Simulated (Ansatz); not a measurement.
Computed with Ansatz on PBE0-D4/def2-TZVP structures; ΔE is electronic, products minus reactants. CBS: MP2 limit from def2 TZ/QZ plus the TZ coupled-cluster correction, frozen cores. def2 core potentials past Kr. For Sn outer-core shells are correlated without core-valence functions, which leaves a few kJ/mol of doubt a bond. Each species was taken in one conformer, which may not be the lowest.

`BC(C)O[SiH3]` + `[SH][Sn][SH]` → `C[S][Sn][SH]` + `BCO[SiH3]`  (substitution at a C–C bond)

```json
{"species": "`BC(C)O[SiH3]`", "SCS-MP2/def2-TZVPP energy (Eh)": "-470.36815"}
{"species": "`[SH][Sn][SH]`", "SCS-MP2/def2-TZVPP energy (Eh)": "-1010.31047"}
{"species": "`C[S][Sn][SH]`", "SCS-MP2/def2-TZVPP energy (Eh)": "-1049.52873"}
{"species": "`BCO[SiH3]`", "SCS-MP2/def2-TZVPP energy (Eh)": "-431.14410"}
```

Question: Work out ΔE.

Answer: ΔE = (-1049.52873) + (-431.14410) − (-470.36815) − (-1010.31047) = 0.00579 Eh = +0.16 eV. CCSD(T)/CBS gives +0.15 eV.

Largest T1 diagnostic among the species: 0.016.

From PBE to PBE0 (25 % exact exchange), in def2-TZVPP and without D4, ΔE moves by +0.03 eV.
